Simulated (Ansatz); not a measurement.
**Nudged elastic band run: CH5AlF2OS**

Input file:

```yaml
crystal:
  periodic: [false, false, false]
  atoms:
    - { symbol: Al, position_ang: [-0.215323, 0.756671, 0.813809] }
    - { symbol: O, position_ang: [-0.509667, -0.604284, -0.143438] }
    - { symbol: C, position_ang: [-1.08287, -1.859921, -0.458751] }
    - { symbol: F, position_ang: [-0.940522, 2.250263, 0.410846] }
    - { symbol: F, position_ang: [0.23649, 0.630041, 2.453898] }
    - { symbol: H, position_ang: [1.771503, 1.586133, -1.471168] }
    - { symbol: S, position_ang: [2.084704, 1.277356, -0.170217] }
    - { symbol: H, position_ang: [-0.809012, -2.138186, -1.482582] }
    - { symbol: H, position_ang: [-2.178156, -1.82341, -0.393364] }
    - { symbol: H, position_ang: [-0.719771, -2.640749, 0.221957] }
    - { symbol: H, position_ang: [2.362725, 2.566086, 0.21891] }
magnetization:
  spin_polarized: true
basis:
  gaussian: { orbitals: "6-31G" }
hamiltonian:
  xc: b3lyp
neb:
  order_check: false
  images: 7
  f_tol: 0.05
  max_iterations: 22
  final_atoms:
    - { symbol: Al, position_ang: [0.09901665, 1.04598092, 0.6850583] }
    - { symbol: O, position_ang: [0.03325481, -0.36836574, -0.60088729] }
    - { symbol: C, position_ang: [-0.8240982, -1.57470259, -0.4734669] }
    - { symbol: F, position_ang: [-0.96376285, 2.29078051, 0.17776176] }
    - { symbol: F, position_ang: [-0.52876486, 0.10786328, 1.98296547] }
    - { symbol: H, position_ang: [0.62485582, -0.35210469, -1.3738518] }
    - { symbol: S, position_ang: [2.32213529, 1.49117458, 0.47841076] }
    - { symbol: H, position_ang: [-1.59413131, -1.54660201, -1.24500779] }
    - { symbol: H, position_ang: [-1.24735491, -1.49739385, 0.52548259] }
    - { symbol: H, position_ang: [-0.19526092, -2.46165341, -0.55959424] }
    - { symbol: H, position_ang: [2.27421148, 2.86502299, 0.40302916] }
  initial_path:
    images:
      - { positions_ang: [[-0.215323, 0.756671, 0.813809], [-0.509667, -0.604284, -0.143438], [-1.08287, -1.859921, -0.458751], [-0.940522, 2.250263, 0.410846], [0.23649, 0.630041, 2.453898], [1.771503, 1.586133, -1.471168], [2.084704, 1.277356, -0.170217], [-0.809012, -2.138186, -1.482582], [-2.178156, -1.82341, -0.393364], [-0.719771, -2.640749, 0.221957], [2.362725, 2.566086, 0.21891]] }
      - { positions_ang: [[-0.18880765, 0.86934452, 0.91374417], [-0.47237852, -0.51578532, -0.20448688], [-1.00081698, -1.78816899, -0.50609131], [-0.92620614, 2.33382626, 0.49870681], [0.14537231, 0.60180708, 2.51578737], [1.5459661, 1.200252, -1.23805663], [2.11484238, 1.24168668, -0.14008092], [-0.74132383, -2.05453757, -1.53565557], [-2.09082232, -1.78042772, -0.41441695], [-0.59891596, -2.55120785, 0.16674865], [2.21319162, 2.44321092, -0.05629873]] }
      - { positions_ang: [[-0.16229231, 0.98201804, 1.01367935], [-0.43509004, -0.42728664, -0.26553576], [-0.91876396, -1.71641699, -0.55343163], [-0.91189029, 2.41738951, 0.58656761], [0.05425462, 0.57357316, 2.57767674], [1.32042919, 0.81437101, -1.00494527], [2.14498075, 1.20601735, -0.10994484], [-0.67363566, -1.97088915, -1.58872914], [-2.00348864, -1.73744545, -0.43546991], [-0.47806092, -2.46166669, 0.11154031], [2.06365824, 2.32033583, -0.33150747]] }
      - { positions_ang: [[-0.13577696, 1.09469156, 1.11361452], [-0.39780156, -0.33878795, -0.32658463], [-0.83671093, -1.64466498, -0.60077194], [-0.89757443, 2.50095277, 0.67442842], [-0.03686306, 0.54533924, 2.63956612], [1.09489229, 0.42849001, -0.7718339], [2.17511913, 1.17034803, -0.07980876], [-0.60594749, -1.88724072, -1.64180272], [-1.91615496, -1.69446317, -0.45652286], [-0.35720588, -2.37212554, 0.05633196], [1.91412486, 2.19746075, -0.6067162]] }
      - { positions_ang: [[-0.10926161, 1.20736508, 1.21354969], [-0.36051307, -0.25028927, -0.38763351], [-0.75465791, -1.57291297, -0.64811225], [-0.88325858, 2.58451602, 0.76228923], [-0.12798075, 0.51710533, 2.70145549], [0.86935538, 0.04260902, -0.53872254], [2.20525751, 1.1346787, -0.04967268], [-0.53825932, -1.8035923, -1.69487629], [-1.82882128, -1.65148089, -0.47757582], [-0.23635084, -2.28258438, 0.00112361], [1.76459148, 2.07458566, -0.88192494]] }
      - { positions_ang: [[-0.05719204, 1.16701904, 1.08142685], [-0.2620711, -0.27980839, -0.44094696], [-0.77201798, -1.57336038, -0.60445092], [-0.90338465, 2.51108214, 0.61615736], [-0.22817678, 0.41479481, 2.52183298], [0.80823049, -0.05606941, -0.74750485], [2.23447696, 1.22380267, 0.08234818], [-0.80222732, -1.73934473, -1.58240916], [-1.68345469, -1.61295913, -0.22681122], [-0.22607836, -2.32735164, -0.13905585], [1.89199648, 2.27219499, -0.56068641]] }
      - { positions_ang: [[-0.00512248, 1.126673, 0.949304], [-0.16362913, -0.3093275, -0.4942604], [-0.78937806, -1.57380778, -0.56078958], [-0.92351072, 2.43764827, 0.47002549], [-0.32837281, 0.3124843, 2.34221048], [0.7471056, -0.15474784, -0.95628717], [2.2636964, 1.31292664, 0.21436904], [-1.06619532, -1.67509716, -1.46994204], [-1.5380881, -1.57443737, 0.02395339], [-0.21580588, -2.3721189, -0.27923531], [2.01940148, 2.46980432, -0.23944789]] }
      - { positions_ang: [[0.04694709, 1.08632696, 0.81718115], [-0.06518716, -0.33884662, -0.54757385], [-0.80673813, -1.57425518, -0.51712824], [-0.94363679, 2.36421439, 0.32389362], [-0.42856883, 0.21017379, 2.16258797], [0.68598071, -0.25342626, -1.16506948], [2.29291585, 1.40205061, 0.3463899], [-1.33016332, -1.61084958, -1.35747492], [-1.39272151, -1.53591561, 0.27471799], [-0.2055334, -2.41688615, -0.41941478], [2.14680648, 2.66741366, 0.08179064]] }
      - { positions_ang: [[0.09901665, 1.04598092, 0.6850583], [0.03325481, -0.36836574, -0.60088729], [-0.8240982, -1.57470259, -0.4734669], [-0.96376285, 2.29078051, 0.17776176], [-0.52876486, 0.10786328, 1.98296547], [0.62485582, -0.35210469, -1.3738518], [2.32213529, 1.49117458, 0.47841076], [-1.59413131, -1.54660201, -1.24500779], [-1.24735491, -1.49739385, 0.52548259], [-0.19526092, -2.46165341, -0.55959424], [2.27421148, 2.86502299, 0.40302916]] }
```

Launched with:

```bash
$ ansatz run input.yaml --threads 2 --pin off --max-ram 3072MiB --backend cpu --events-out ev --progress --plain --runs-dir out
```

Output, in part (warnings, iteration lines, the closing report on the highest movable image, with atoms numbered from 0):

```
NEB end point (image 0): max|allowed force component| = 1.119e-2 eV/Å (the criterion of neb.relax_end_points is 1.000e-2)
NEB end point (image 8): max|allowed force component| = 8.592e-3 eV/Å (the criterion of neb.relax_end_points is 1.000e-2)
NEB iter   1: max|band force component| = 1.040e1 eV/Å  barrier→ = 1.9083 eV  barrier← = 2.8186 eV  Δτ_max = 0.2000 Å  (241 SCF iters)
NEB iter   2: max|band force component| = 3.587e0 eV/Å  barrier→ = 0.5393 eV  barrier← = 1.4497 eV  Δτ_max = 0.2000 Å  (206 SCF iters)
NEB iter   3: max|band force component| = 1.940e0 eV/Å  barrier→ = 0.3074 eV  barrier← = 1.2178 eV  Δτ_max = 0.1985 Å  (207 SCF iters)
NEB iter   4: max|band force component| = 4.759e-1 eV/Å  barrier→ = 0.1824 eV  barrier← = 1.0928 eV  CI = image 3  Δτ_max = 0.1871 Å  (199 SCF iters)
NEB iter   5: max|band force component| = 6.353e-1 eV/Å  barrier→ = 0.1470 eV  barrier← = 1.0573 eV  CI = image 3  Δτ_max = 0.0818 Å  (201 SCF iters)
NEB iter   6: max|band force component| = 2.576e-1 eV/Å  barrier→ = 0.1264 eV  barrier← = 1.0368 eV  CI = image 3  Δτ_max = 0.0958 Å  (195 SCF iters)
NEB iter   7: max|band force component| = 3.341e-1 eV/Å  barrier→ = 0.1090 eV  barrier← = 1.0194 eV  CI = image 3  Δτ_max = 0.0478 Å  (199 SCF iters)
NEB iter   8: max|band force component| = 1.848e-1 eV/Å  barrier→ = 0.1032 eV  barrier← = 1.0135 eV  CI = image 3  Δτ_max = 0.0957 Å  (197 SCF iters)
NEB iter   9: max|band force component| = 2.311e-1 eV/Å  barrier→ = 0.0962 eV  barrier← = 1.0065 eV  CI = image 3  Δτ_max = 0.0478 Å  (195 SCF iters)
NEB iter  10: max|band force component| = 1.476e-1 eV/Å  barrier→ = 0.0945 eV  barrier← = 1.0049 eV  CI = image 3  Δτ_max = 0.0479 Å  (189 SCF iters)
NEB iter  11: max|band force component| = 9.932e-2 eV/Å  barrier→ = 0.0929 eV  barrier← = 1.0033 eV  CI = image 3  Δτ_max = 0.0477 Å  (196 SCF iters)
NEB iter  12: max|band force component| = 1.065e-1 eV/Å  barrier→ = 0.0926 eV  barrier← = 1.0029 eV  CI = image 3  Δτ_max = 0.0239 Å  (197 SCF iters)
NEB iter  13: max|band force component| = 6.956e-2 eV/Å  barrier→ = 0.0921 eV  barrier← = 1.0025 eV  CI = image 3  Δτ_max = 0.0239 Å  (192 SCF iters)
NEB iter  14: max|band force component| = 4.901e-2 eV/Å  barrier→ = 0.0919 eV  barrier← = 1.0023 eV  CI = image 3  Δτ_max = 0.0000 Å  (367 SCF iters)
Total energy: -26033.42215825 eV, -956.7106182285 hartree
Atom 0 at    -0.113454     0.872681     1.042117 Å, force     0.023037    -0.035379    -0.025658 eV/Å
Atom 1 at    -0.051448    -0.388270    -0.207388 Å, force    -0.001868     0.030302     0.019014 eV/Å
Atom 2 at    -0.857299    -1.531400    -0.564468 Å, force    -0.018326    -0.022156    -0.010774 eV/Å
Atom 3 at    -1.129242     2.215007     0.779791 Å, force    -0.008547     0.010861    -0.001539 eV/Å
Atom 4 at     0.080643     0.392558     2.662908 Å, force    -0.003125     0.004014     0.013839 eV/Å
Atom 5 at     1.394612     0.237793    -0.680870 Å, force    -0.005367     0.004279     0.006069 eV/Å
Atom 6 at     2.106751     1.358503    -0.061384 Å, force     0.000013    -0.006437    -0.002603 eV/Å
Atom 7 at    -0.489441    -1.926910    -1.514587 Å, force     0.003423     0.003437     0.005080 eV/Å
Atom 8 at    -1.908399    -1.244819    -0.686542 Å, force     0.007033    -0.000314    -0.000379 eV/Å
Atom 9 at    -0.781216    -2.312583     0.200170 Å, force     0.002367     0.004333    -0.001045 eV/Å
Atom 10 at     1.748594     2.327441    -0.969846 Å, force     0.001362     0.007060    -0.002004 eV/Å
Dipole moment:     0.141746    -0.340974    -0.819751 e Å
```

It converged. A vibrational analysis at the climbing image gives one clearly imaginary mode, 237i cm⁻¹: a first-order saddle point. The orbitals were unrestricted but ended closed-shell. Limits of this set-up: no polarisation functions.

Final band (atoms are numbered from 1 in the order of the input):

```tsv
image	path coordinate (Å)	energy (eV)	H6–S7 (Å)	O2–H6 (Å)
0	0.00	0.000	1.37	3.43
1	0.93	0.011	1.37	2.93
2	1.85	0.040	1.38	2.48
3	2.78	0.092	1.47	1.65
4	3.65	-0.722	2.39	1.00
5	4.51	-0.837	2.87	0.98
6	5.38	-0.862	3.01	0.97
7	6.24	-0.884	3.02	0.97
8	7.11	-0.910	3.12	0.97
```

Time of the run: 10 min on 2 threads of Intel(R) Xeon(R) Platinum 8259CL CPU @ 2.50GHz (Skylake/Cascade Lake), with other jobs on the host, peak memory 0.29 GiB.
